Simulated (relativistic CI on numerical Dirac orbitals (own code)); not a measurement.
## Sn III: calculation against measurement

Calculated at this level of theory: Dirac-Coulomb-Breit CI, orbitals from a KLI potential per configuration, model QED, valence Slater integrals scaled by 0.85, P86 correlation energy added to each configuration (own radial code, finite nucleus).

Configurations in the expansion (outside the closed core [Kr] 4d10): 5s2, 5s.5p, 5p2, 5s.5d, 5d2, 5s.6s, 5s.6p, 5p.5d, 4f2, 5s.7s, 5s.4f, 5s.6d, 5s.7p, 4f.5p, 5s.5f, 5s.5g. Levels of other configurations are missing.

```
Configuration  Term (tabulated)  J  Measured (cm⁻¹)  Computed  Error  Purity (%)
          5s2                1S  0              0.0         0      0          97
        5s.5p               3P°  0          53548.0     48998  -4550         100
        5s.5p               3P°  1          55196.4     50606  -4591          99
        5s.5p               3P°  2          59228.6     54336  -4892         100
        5s.5p               1P°  1          79911.3     78733  -1178          96
          5p2                3P  0         127308.5    123716  -3593          97
          5p2                1D  2         128204.7    122781  -5423          58
          5p2                3P  1         130119.6    126139  -3981         100
          5p2                3P  2         134567.2    130010  -4557          92
        5s.6s                3S  1         139637.9    135206  -4432         100
        5s.5d                3D  1         141321.5    136632  -4690          99
        5s.5d                3D  2         141526.4    136804  -4723          99
        5s.5d                3D  3         141838.1    137062  -4776          99
        5s.6s                1S  0         143590.8    140031  -3560          99
        5s.5d                1D  2         154115.5    151428  -2688          59
        5s.6p               3P°  0         159939.8    154995  -4944         100
        5s.6p               3P°  1         160215.4    155359  -4856          97
        5s.6p               3P°  2         161438.4    156416  -5022         100
        5s.6p               1P°  1         162725.1    159951  -2774          96
        5s.4f               3F°  2         179306.8    177301  -2006          93
        5s.4f               3F°  3         179343.0    177382  -1961          82
        5s.4f               3F°  4         179441.1    177591  -1850          95
        5s.4f               1F°  3         179702.2    177815  -1887          83
        5s.7s                3S  1         186688.3    181880  -4808         100
        5s.6d                3D  2         187996.3    182982  -5014         100
        5s.6d                3D  3         188129.0    183094  -5035         100
        5s.6d                1D  2         189689.9    186121  -3569          95
        5s.5g                3G  5         206133.3    202677  -3457         100
        5p.5d               3P°  1         216752.0    210757  -5995          80
```

Measured levels from Moore, Atomic Energy Levels, vol. III, NSRDS-NBS 35 (1971 reprint of NBS Circular 467, 1958); pairs were made by configuration, J and term (by order where the table uses no LS term), so strongly mixed levels may be paired wrongly. The analysis dates from before 1960.

Mean error by configuration (cm⁻¹): 5s.5p -3803; 5p2 -4388; 5s.6s -3996; 5s.5d -4219; 5s.6p -4399; 5s.4f -1926; 5s.7s -4808; 5s.6d -4539; 5s.5g -3457; 5p.5d -5995. Over the excited levels the mean absolute error is 3958 cm⁻¹ (28 of the 34 excited levels that our extract of the source holds in range could be paired, and the others can miss by more), and the median relative error of those above 1,000 cm⁻¹ is 2.8 %.
